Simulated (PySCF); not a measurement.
Compound: C8H10Si.
SMILES with atom numbers: `[CH:1]#[C:2][C@H:3]([CH3:4])[C:5]1=[CH:6][SiH2:7][CH:8]=[CH:9]1`

NICS = −σ at a ghost point: NICS(0) at the centroid of the ring atoms, NICS(1) 1 Å to either side along the normal of their mean plane, zz for the tensor component along that normal. Level: GIAO PBE0/pcSseg-1 (PySCF, non-relativistic, gas phase) on the PBE0-D3(BJ)/def2-SVP geometry, one conformer.

Ring bond lengths (Å), with Mayer bond orders in brackets: C5–C6 1.351 (1.85), C6–Si7 1.868 (0.90), Si7–C8 1.875 (0.90), C8–C9 1.348 (1.85), C9–C5 1.488 (1.04).

Task: What do the NICS probes read (ppm)?

Result: 
| ring | type | NICS(0) | NICS(1), two faces | NICS(1)zz, two faces | rms pucker (Å) | centre to ring atoms, mean (Å) |
| --- | --- | --- | --- | --- | --- | --- |
| C5–C6–Si7–C8–C9 | 5-membered ring with Si; formal bonds 2 double, 3 single | 0.5 | -2.2 / -2.1 | 0.2 / 0.9 | 0.00 | 1.34 |

Task: What can be read from them?

Result: 
- C5–C6–Si7–C8–C9: mean NICS(1)zz 0.6 ppm, near zero. Si7 has four or more neighbours; no verdict on aromaticity is drawn.

Task: List the ring angles and the Hirshfeld charges of the ring atoms.

Result: 
- C5–C6–Si7–C8–C9: C5 116.1° (+0.013 e), C6 107.3° (-0.154 e), Si7 92.6° (+0.324 e), C8 106.4° (-0.144 e), C9 117.6° (-0.041 e); sum 540.0° against 540° for a flat convex ring.

Task: How shielded are the nuclei of the rings and their hydrogens (means over atoms taken as equivalent)?

Result: 
```
   atoms                      environment  σ isotropic (ppm)  principal values of the symmetric part, first atom (ppm)
      C5  fully substituted alkene carbon               13.3                                       -111.4, 25.1, 126.2
      C6                 alkene CH carbon               58.6                                        -44.6, 49.0, 171.5
     Si7                     SiH2 silicon              389.9                                       311.2, 401.3, 457.2
      C8                 alkene CH carbon               48.2                                        -65.9, 41.5, 168.9
      C9                 alkene CH carbon               25.6                                        -94.8, 40.7, 131.0
 H on C6                 vinylic hydrogen              24.73                                          22.2, 23.1, 28.9
H on Si7                    Si–H hydrogen              26.55                                          23.4, 24.3, 31.9
H on Si7                    Si–H hydrogen              26.56                                          23.6, 24.3, 31.7
 H on C8                 vinylic hydrogen              24.82                                          23.7, 24.5, 26.3
 H on C9                 vinylic hydrogen              24.24                                          21.6, 22.6, 28.5
```

Task: How do the values depend on the level or the medium?

Result: 
```csv
level,"NICS(0), C5–C6–Si7–C8–C9","mean NICS(1)zz, C5–C6–Si7–C8–C9"
"PBE0/pcSseg-1, gas",0.5,0.6
"wB97X-D/pcSseg-1, gas",0.8,0.9
"PBE0/pcSseg-1, IEF-PCM acetone",0.6,0.4
```

The geometry is the same throughout; the continuum's cavity takes Bondi-type radii × 1.2.

Conformer computed: `[CH:1]#[C:2][C@H:3]([CH3:4])[C:5]1=[CH:6][SiH2:7][CH:8]=[CH:9]1`: C2–C3–C5–C6 14°.
